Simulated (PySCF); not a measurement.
Work out the structure from these simulated measurements.

Formula: C4H12OSSi2.

| Quantity | Value |
| --- | --- |
| NMR, other nuclei | isotropic shieldings of nuclei other than C and H, by class: 323 (1 O), 371 (1 Si), 391 (1 Si), 613 (1 S) ppm [GIAO PBE0/pcSseg-1] |
| 1H NMR | chemical shifts (computed TMS as zero) by class: 5.61 (2 H), 5.24 (3 H), 2.60 (2 H), 1.07 (1 H), 0.70 (2 H), 0.34 (2 H) ppm [GIAO PBE0/pcSseg-1] |
| Dipole | 1.86 D [PBE0/pcSseg-1] |
| Rotational structure | rotational constants A, B, C: 1.593, 0.736, 0.588 GHz [GFN2-xTB] |
| 13C NMR | chemical shifts (computed TMS as zero) by class: 39.7 (1 C), 15.7 (1 C), 9.5 (2 C) ppm [GIAO PBE0/pcSseg-1] |

The electronic properties come from PySCF, for the isolated species, density fitting. Levels stand in brackets. The structure is a single GFN2-xTB conformer in the gas phase; no vibrational or solvent corrections. NMR values are class means; diastereotopic atoms form classes of their own.

Question: What is the compound? Reason from the data.

Answer: Numbering: `[SiH3:1][O:2][SiH2:3][S:4][CH2:5][CH:6]1[CH2:7][CH2:8]1`. Its formula, C4H12OSSi2, gives 1 degree of unsaturation: 1 ring and 0 π bonds in the structure found. 4 carbons fall into 3 classes; from least to most shielded: chain sp3 carbon bound to sulfur [C5] (39.7 ppm), three-membered-ring carbon [C6] (15.7 ppm), three-membered-ring carbon [C7/C8] (9.5 ppm, 2 C, up to 3.3 ppm apart in this geometry). Hydrogen classes from least to most shielded: 2 H on an oxygen-bound silicon, Si3 (5.61 ppm), 3 H on an oxygen-bound silicon, Si1 (5.24 ppm), 2 H on an sp3 carbon bound to sulfur, C5 (2.60 ppm, a mean of values up to 1.8 ppm apart in this geometry), 1 H on a three-membered-ring carbon, C6 (1.07 ppm), 2 H on 2 three-membered-ring carbons, C7/C8 (0.70 ppm), 2 H on 2 three-membered-ring carbons, C7/C8 (0.34 ppm). The other shieldings belong to: 323 ppm, siloxane oxygen [O2]; 371 ppm, oxygen-bound silicon [Si3]; 391 ppm, oxygen-bound silicon [Si1]; 613 ppm, sulfur bonded to C and Si [S4]. The optimised geometry has point group C1 and is an asymmetric top. Structure: `C1C(C1)CS[SiH2]O[SiH3]`. Computed isomers that give other values at the same levels: `CO[C@@H]1[C@@H]([SiH3])[Si@@H]1SC` (13C chemical shifts (computed TMS as zero) by class: 68.3 (1 C), 61.0 (1 C), 13.6 (1 C), 6.4 (1 C) ppm); `CC(C)(C=O)[SiH2][SiH2]S` (13C chemical shifts (computed TMS as zero) by class: 225.7 (1 C), 41.3 (1 C), 24.8 (2 C) ppm); `C=C[Si@H](OC)[SiH2]SC` (13C chemical shifts (computed TMS as zero) by class: 143.6 (1 C), 139.9 (1 C), 54.7 (1 C), 20.0 (1 C) ppm). The assignments are read from this structure; whether some other isomer fits the data as well wasn't checked.

Shape of the structure used: `[SiH3:1][O:2][SiH2:3][S:4][CH2:5][CH:6]1[CH2:7][CH2:8]1`: Si1–O2–Si3–S4 40°, O2–Si3–S4–C5 35°, Si3–S4–C5–C6 66°, S4–C5–C6–C7 75°.
